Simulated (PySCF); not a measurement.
**Working out the ionisation energy of Br²⁺**

Br²⁺ [Ar] 3d10 4s2 4p3 (4S) → Br³⁺ [Ar] 3d10 4s2 4p2 (3P). All numbers are calculated (PySCF 2.14, scalar relativity through the core potential, in cc-pVDZ-PP with ECP10MDF (4s3p2d, 23 functions)). Frozen: 3s2 3p6 3d10. Energies in hartree (1 hartree = 27.21139 eV):

| part | Br²⁺ (lower) | Br³⁺ (upper) |
| --- | --- | --- |
| UHF | -414.337276 | -413.065269 |
| CCSD correlation | -0.071979 | -0.060774 |
| (T) | -0.000550 | -0.000486 |

Task: What does Hartree-Fock give?

Result: (-413.065269) − (-414.337276) = 1.272007 hartree = 34.613 eV.

Task: What do CCSD and CCSD(T) give?

Result: The CCSD correlation energies differ by 0.011205 hartree = 0.305 eV and the triples by 0.000064 hartree = 0.002 eV, so CCSD gives 34.918 eV and CCSD(T) 34.920 eV.

Reference: 34.871 ± 0.019 eV (measured; NIST Atomic Spectra Database, ionization energies), between the lowest levels; spin-orbit coupling is absent from the calculation.

A double-zeta basis recovers only part of the correlation energy.

What remains against the reference includes basis incompleteness, the frozen core and higher excitations.
